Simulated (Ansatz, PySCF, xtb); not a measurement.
Reaction R1 + R2 → P1 + P2, each structure at its B3LYP-D3(BJ)/def2-TZVP stationary point, reached from a drawn start (curvature not checked).
R1: SiH4 (SMILES [SiH4]), charge 0, multiplicity 1.
R2: H4OSi (SMILES O[SiH3]), charge 0, multiplicity 1.
P1: H6OSi2 (SMILES [SiH3]O[SiH3]), charge 0, multiplicity 1.
P2, H2 (SMILES [H][H]) (charge 0, multiplicity 1, Z-matrix in Å and degrees):
```
H
H 1 0.7440
```

```tsv
level	reaction energy (kcal/mol)	minus CCSD(T)/CBS(cc-pV(T+d)Z, cc-pV(Q+d)Z)
GFN1-xTB	-29.81	-9.33
HF/cc-pV(T+d)Z	-19.98	0.51
PBE/def2-TZVPP	-15.69	4.80
PBE-D3(BJ)/def2-TZVPP	-16.59	3.89
PBE-D4/def2-TZVPP	-16.95	3.54
revPBE/def2-TZVPP	-15.16	5.33
revPBE-D4/def2-TZVPP	-17.72	2.76
B3LYP-D3(BJ)/def2-TZVPP	-19.77	0.72
B3LYP-D4/def2-TZVPP	-20.02	0.47
PBE0-D3(BJ)/def2-TZVPP	-17.48	3.01
BHLYP/def2-TZVPP	-19.24	1.25
CAM-B3LYP/def2-TZVPP	-18.75	1.74
CAM-B3LYP-D4/def2-TZVPP	-19.95	0.54
wB97X-V/def2-TZVPP	-19.01	1.48
SCS-MP2/cc-pV(T+d)Z	-21.28	-0.79
SCS-MP2/cc-pV(Q+d)Z	-21.49	-1.00
CCSD/cc-pV(T+d)Z	-19.57	0.91
CCSD(T)/cc-pV(D+d)Z	-14.56	5.92
CCSD(T)/cc-pV(T+d)Z	-19.81	0.68
CCSD(T)/CBS(cc-pV(T+d)Z, cc-pV(Q+d)Z)	-20.49	0.00
```

 The comparison column counts from a level with limits of its own.

P less R. No zero-point or thermal terms.

Frozen-core correlation throughout. CBS: X⁻³ extrapolation of the correlation energy, Hartree–Fock from the larger set.

Run with Ansatz (a first-principles code) with Gaussian orbitals; PySCF for the D3/D4 terms; xtb for the GFN methods. No computed number here is a measurement.
